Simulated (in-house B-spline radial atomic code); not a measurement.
# O²⁺: [He] 2s1 2p3 (with a hole in an inner shell)

Method: Dirac-Hartree-Fock, average of configuration, Fermi nucleus of rms radius 2.6991 fm. Calculated with a B-spline radial code for spherical atoms.

Screening seen three ways: the hydrogenic charge with the same mean radius, Z_r = [3n² - l(l+1)]/(2<r>), the one with the same energy, Z_e = n√(-2ε), and Slater's rules. Values are occupation-weighted means over j.

```csv
shell,electrons,ε (eV),<r> (bohr),Z_r,Z_e,Slater
1s,2,-605.31,0.1984,7.56,6.67,7.70
2s,1,-70.067,1.027,5.84,4.54,5.25
2p,3,-52.232,1.005,4.98,3.92,5.25
```

The least bound orbital is 2p3/2 at -52.22 eV, while the most diffuse is 2s1/2 (<r> = 1.027 bohr against 1.005 bohr): energy order and size order differ.

Spin-orbit splittings of the orbital energies (j = l + 1/2 above j = l - 1/2 when positive): 2p 0.0498 eV.

For the 1s electron the small component carries 0.0778 % of the norm, the zero-frequency Breit interaction raises the level by 0.1773 eV, self-energy by 0.06458 eV, and vacuum polarisation lowers it by 0.003158 eV.
